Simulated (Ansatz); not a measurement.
# Si3NH9 (trisilylamine): methods side by side

Si3NH9: 13 atoms, total charge 0, spin state singlet. As SMILES, `[SiH3]N([SiH3])[SiH3]`. The shape is that of a PBE0-D4/def2-TZVP optimisation.

```tsv
atom	x (Å)	y (Å)	z (Å)
Si	-0.5194	1.4407	-0.8158
N	-0.0007	-0.0001	0.0003
Si	0.7849	0.1121	1.5436
Si	-0.2656	-1.5529	-0.7275
H	-1.1481	1.0193	-2.0967
H	-1.5128	2.1957	-0.0072
H	0.6259	2.3435	-1.1054
H	0.0202	-0.6077	2.5961
H	2.1581	-0.4558	1.4969
H	0.8628	1.5558	1.8942
H	-1.7138	-1.8135	-0.9403
H	0.2856	-2.5751	0.2024
H	0.4230	-1.6620	-2.0407
```

Quantity: the electronic atomisation energy, in eV. The values are calculated. Electronic energies at fixed atoms, without zero-point motion or spin-orbit coupling.

```csv
level,kind,program,value (eV),less CCSD(T)/6-31G*
HF/6-31G* (spherical functions),Hartree–Fock,Ansatz,30.57,-5.73
r2SCAN/6-31G* (spherical functions),meta-GGA,Ansatz,40.76,+4.46
PBE0/6-31G* (spherical functions),global hybrid,Ansatz,40.18,+3.88
HSE06/6-31G* (spherical functions),range-separated hybrid,Ansatz,40.21,+3.91
PBE-QIDH/6-31G* (spherical functions),double hybrid,Ansatz,39.12,+2.82
RPA@PBE0/6-31G* (spherical functions),RPA,Ansatz,36.21,-0.09
MP2/6-31G* (spherical functions),perturbation theory,Ansatz,36.22,-0.08
CCSD(T)/6-31G* (spherical functions),coupled cluster or CI,Ansatz,36.30,0.00
```

CCSD(T)/6-31G* (spherical functions) is the highest level here, not the true value. Correlated wave functions underbind in double-zeta sets. The values span 30.57 to 40.76 eV.
